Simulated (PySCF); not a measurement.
# Electronic absorption of C7H8O2

Species: C₇H₈O₂.
InChI=1S/C7H8O2/c1-3-6-4-7(6)9-5(2)8/h3-4,7H,1H2,2H3/t7-/m0/s1

Theory: TDDFT B3LYP/def2-SVPD, vertical, gas phase, core orbitals frozen in the response (PySCF 2.14.0, density-fitted response routines). One conformer (not necessarily the lowest) at the PBE0-D3(BJ)/def2-SVP geometry, without solvent, vibrations or thermal averaging. Torsions of this conformer, `[CH2:1]=[CH:2][C:3]1=[CH:4][C@@H:5]1[O:6][C:7]([CH3:8])=[O:9]`: C1–C2–C3–C4 179°, C4–C5–O6–C7 -150°, C5–O6–C7–C8 -177°.

**Question.** Predict the UV-vis stick spectrum at this level.

**Answer.** 

```csv
state,E (eV),E (kJ/mol),λ (nm),f,|μ| (D),"main configurations (H = HOMO, L = LUMO)"
S1,5.23,504,237.2,0.123,2.49,"H→L (55%), H-1→L (40%)"
S2,5.33,514,232.7,0.019,0.97,H-2→L (90%)
S3,5.59,539,221.8,0.214,3.18,"H-1→L (57%), H→L (32%)"
S4,5.76,556,215.3,0.0005,0.15,"H-1→L+1 (60%), H→L+1 (37%)"
S5,6.26,604,198.0,0.0022,0.30,"H→L+1 (60%), H-1→L+1 (35%)"
S6,6.32,609,196.3,0.020,0.91,H-3→L (82%)
```

The lowest singlet comes at 237 nm (504 kJ/mol) in the ultraviolet; it is of moderate strength; its leading configuration is HOMO→LUMO (55%). The strongest level in the table is S3 at 5.59 eV (222 nm, f = 0.214). Löwdin shares by element: HOMO carbon 74% or more (atoms not listed hold the other 26%); LUMO carbon 84% or more (atoms not listed hold the other 16%). The oscillator strengths of these states sum to 0.379; summed over the whole spectrum of an exact calculation they would give the number of electrons, 66 (Thomas–Reiche–Kuhn). Orbital energies (eV): HOMO-3 -8.84, HOMO-2 -8.03, HOMO-1 -7.73, HOMO -6.95, LUMO -1.53, LUMO+1 0.00, LUMO+2 0.51. Of the 6 states listed, 4 reach f = 0.01 and none stays under 0.0005. No computed singlet lies in the visible range (380 to 750 nm); the lowest, at 237 nm, stands 1.96 eV above its violet end (3.26 eV). The window holds the lowest 6 singlets.
